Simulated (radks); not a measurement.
The fluorine ion F2+, [He] 2s2 2p3. Calculated with a radial shooting solver on a logarithmic mesh with Libxc functionals: non-relativistic Kohn-Sham, PBE, spin-polarised, spherical densities, point nucleus. Every spin shell is full or empty, so the densities are truly spherical. Functionals are evaluated on that one density, not self-consistently. Rank these orbital-free kinetic functionals by their error against the exact value of the orbitals, and give that value: Thomas-Fermi, von Weizsacker, TF + vW, TF + vW/9, TF + vW/5, LC94, APBEK, revAPBEK, Perdew 92, Pearson, LKT, PG1, Ernzerhof.

Answer. Exact: 97.5520 hartree. From best to worst, with 100 (|E| - |E exact|)/|E exact| (equal figures are ties): LC94 +0.13, Perdew 92 -0.19, APBEK +0.21, TF + vW/9 -0.21, revAPBEK +0.80, Ernzerhof +1.14, Pearson -2.86, TF + vW/5 +6.63, Thomas-Fermi -8.76, von Weizsacker -23.08, PG1 +35.56, LKT +42.22, TF + vW +68.17.
